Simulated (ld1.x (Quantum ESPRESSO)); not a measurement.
Scattering properties, TM semilocal potential for Cl (Z = 17)

Cl (Z = 17), norm-conserving Troullier–Martins (semilocal form), made with ld1.x (Quantum ESPRESSO) 7.5 (LDA (PZ), non-relativistic). Core [Ne], reference 3s2 3p5. Waves: 3s (bound): rc 1.30 bohr; 3p (bound): rc 1.50 bohr. Local part: the p channel. Core correction: Bessel-smoothed model core inside 0.75 bohr.

The phase is arctan(r·u′/u) with u = r·R(r), unwrapped; energies in Ry, scanned from -4 to 5 Ry. A pole is an energy at which the radial function vanishes at the test radius. The pseudo phase is shifted by a multiple of π to meet the all-electron one at the reference energy, and phase errors are pseudo minus all-electron; the curves can meet again beyond the range given. Levels narrower than the energy grid can be missing from the lists of poles.

| channel | radius (bohr) | reference energy (Ry) | poles, all-electron | poles, pseudo | unbroken range about the reference energy with phases within 0.05 rad | phase error 1 Ry above the reference energy (rad) |
| --- | --- | --- | --- | --- | --- | --- |
| s | 1.65 | -1.51 | 1.80 | 1.70 | the whole range | -0.002 |
| p | 1.65 | -0.64 | 3.04 | 2.94 | the whole range | -0.002 |

Phases in the s channel:

```tsv
E (Ry)	all-electron	pseudo
-4.00	1.035	1.032
-3.76	0.987	0.984
-3.52	0.926	0.923
-3.28	0.849	0.846
-3.04	0.748	0.745
-2.80	0.614	0.611
-2.56	0.434	0.431
-2.32	0.199	0.196
-2.08	-0.086	-0.087
-1.84	-0.383	-0.383
-1.60	-0.646	-0.646
-1.36	-0.855	-0.855
-1.12	-1.012	-1.013
-0.88	-1.130	-1.131
-0.64	-1.219	-1.221
-0.40	-1.289	-1.291
-0.16	-1.344	-1.347
0.08	-1.389	-1.392
0.32	-1.427	-1.430
0.56	-1.459	-1.462
0.80	-1.486	-1.490
1.04	-1.510	-1.515
1.28	-1.532	-1.537
1.52	-1.551	-1.557
1.76	-1.568	-1.575
2.00	-1.584	-1.592
2.24	-1.599	-1.608
2.48	-1.613	-1.623
2.72	-1.627	-1.637
2.96	-1.640	-1.651
3.20	-1.652	-1.665
3.44	-1.665	-1.679
3.68	-1.677	-1.693
3.92	-1.688	-1.707
4.16	-1.701	-1.722
4.40	-1.713	-1.737
4.64	-1.725	-1.752
4.88	-1.738	-1.769
```
